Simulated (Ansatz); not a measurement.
Species: C$_{3}$H$_{5}$O (charge 0, doublet). It need not be the lowest isomer of its formula. 
Geometry from a B3LYP-D3(BJ)/def2-TZVP (Ansatz, an electronic-structure program) optimisation:
```
C
C 1 1.3789
O 2 1.3585 1 124.81
H 3 0.9656 2 109.77 1 0.00
C 1 1.3790 2 125.34 3 180.00
H 5 1.0794 1 121.08 2 180.00
H 2 1.0810 3 112.02 4 -180.00
H 5 1.0821 6 117.61 1 180.00
H 1 1.0893 2 116.76 7 -180.00
```
Charge 0, spin multiplicity 2.

Basis-set convergence of Hartree-Fock and CCSD(T) correlation energies (hartree) with Ansatz. Correlated levels leave the core frozen unless marked. Open shells are spin-unrestricted. Spin-orbit coupling is left out. No relativistic terms.

The UHF reference is spin-contaminated (<S^2> 0.19 over the pure value in the largest basis). 

```
basis        functions       E(HF)  E(corr, CCSD(T))
-----------  ---------  ----------  ----------------
aug-cc-pVDZ        137  -191.35435          -0.65225
aug-cc-pVTZ        299           …                 …
```

Problem. Complete the blanks.

Solution. 
- aug-cc-pVTZ, E(HF): -191.40145
- aug-cc-pVTZ, E(corr, CCSD(T)): -0.77601
